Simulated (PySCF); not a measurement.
## Electron correlation in Pt⁺ (platinum, charge +1)

[Xe] 4f14 5d8 6s1, high-spin 4F determinant (an excited configuration). Computed with PySCF 2.14 in ANO-RCC-VTZP (8s7p5d3f1g, 84 functions), with scalar relativity by spin-free X2C-1e. Frozen: [Xe] 4f14; 9 electrons correlated.

```
  level  correlation energy (mhartree)
   CCSD                        -226.25
    (T)                          -7.49
CCSD(T)                        -233.74
```

Diagnostics: T1 = 0.0076, D1 = 0.0242, largest double amplitude 0.021.

Spin-orbit coupling, absent here, splits the open shell strongly.

Cost of the coupled-cluster step: of the order of 7 core-seconds, for 9 correlated electrons.
